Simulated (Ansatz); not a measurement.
Molecule: N-difluoroboranylpropan-2-amine, C$_{3}$H$_{8}$BF$_{2}$N, net charge 0, singlet state. 
Structure (B3LYP-D3(BJ)/def2-TZVP (Ansatz, an electronic-structure program) minimum search):
```xyz
15

C     -1.9110    -1.3084     0.2809
C     -1.1738    -0.0060    -0.0240
C     -1.9287     1.2093     0.5105
N      0.1877    -0.0450     0.5074
B      1.3705     0.0298    -0.2211
F      1.3718     0.1513    -1.5533
F      2.5612    -0.0174     0.3877
H     -2.0053    -1.4534     1.3607
H     -2.9167    -1.2941    -0.1428
H     -1.3735    -2.1629    -0.1311
H     -1.0756     0.0934    -1.1062
H     -2.9346     1.2579     0.0899
H     -2.0235     1.1553     1.5986
H     -1.4036     2.1316     0.2606
H      0.2500    -0.1360     1.5104
```
Charge 0, spin multiplicity 1.

Quantity: atomisation energy (electronic, to ground-state atoms), in kcal/mol. Valence correlation only, unless marked. Open shells are spin-unrestricted. Spin-orbit coupling is left out. No relativistic terms. The coupled-cluster limit lacks core correlation, which all-electron functionals hold. Basis-set limits of correlation are two-point, X^-3; Hartree-Fock from the larger set.

```csv
level,program,atomisation energy (kcal/mol)
revPBE/def2-TZVPD,Ansatz,1469.6
r2SCAN-D4/def2-TZVPD,Ansatz + dftd4,1501.6
B3LYP-D4/def2-TZVPD,Ansatz + dftd4,1499.6
PBE0/def2-SVP,Ansatz,[?]
r2SCANh-D4/def2-TZVPD,Ansatz + dftd4,1493.1
HSE06-D4/def2-TZVPD,Ansatz + dftd4,[?]
LC-wPBE-D4/def2-TZVPD,Ansatz + dftd4,[?]
CCSD/cc-pVQZ,Ansatz,1462.7
"CCSD(T)/CBS(cc-pVTZ,cc-pVQZ)",Ansatz,1497.7
```

Question: Some entries are withheld; supply them.

Answer: 
- PBE0/def2-SVP, atomisation energy (kcal/mol): 1519.4
- HSE06-D4/def2-TZVPD, atomisation energy (kcal/mol): 1506.7
- LC-wPBE-D4/def2-TZVPD, atomisation energy (kcal/mol): 1508.3
